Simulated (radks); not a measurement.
Values are calculated unless marked as measured or tabulated.
All-electron atom: Nb II in [Kr] 4d4. Level of theory: scalar-relativistic Kohn-Sham, LDA (Slater exchange, Perdew-Wang correlation), spin-polarised, spherical densities, finite nucleus; open shells are filled with parallel spins first (spin-orbit coupling, left out, can overturn this in heavy ions); Fermi nuclear charge, rms radius 4.324 fm (a radial shooting solver on a logarithmic mesh with Libxc functionals).

Unscreened Slater integrals over Kohn-Sham orbitals (cm^-1). They are taken over the spin-up orbitals. Empty in this configuration: 5s.

F0(4d,4d): 98274
F2(4d,4d): 47848
F4(4d,4d): 30708
F0(4d,4p): 117060
F2(4d,4p): 53749
G1(4d,4p): 64965
G3(4d,4p): 39099
F0(4d,4s): 120900
G2(4d,4s): 44446
F0(4d,3d): 136250
F2(4d,3d): 20780
F4(4d,3d): 8529.7
G0(4d,3d): 6489.6
G2(4d,3d): 7166.3
G4(4d,3d): 5356.5
F0(4d,5s): 70482
G2(4d,5s): 18310
F0(4p,4p): 151300
F2(4p,4p): 79132
F0(4p,4s): 159760
G1(4p,4s): 107650
F0(4p,3d): 197010
F2(4p,3d): 44365
G1(4p,3d): 14254
G3(4p,3d): 13684
F0(4p,5s): 75604
G1(4p,5s): 5513.7
F0(4s,4s): 169970
F0(4s,3d): 217140
G2(4s,3d): 17809
F0(4s,5s): 76512
G0(4s,5s): 3441.4
F0(3d,3d): 461670
F2(3d,3d): 226450
F4(3d,3d): 143650
F0(3d,5s): 81232
G2(3d,5s): 1784.6
F0(5s,5s): 60284

Derived for the open shells (J is the average intra-shell exchange parameter used in DFT+U). 4d: Racah B = F2/49 - 5 F4/441 = 628.3 cm^-1, C = 35 F4/441 = 2437 cm^-1, C/B = 3.88, F4/F2 = 0.642, J = (F2 + F4)/14 = 5611 cm^-1.
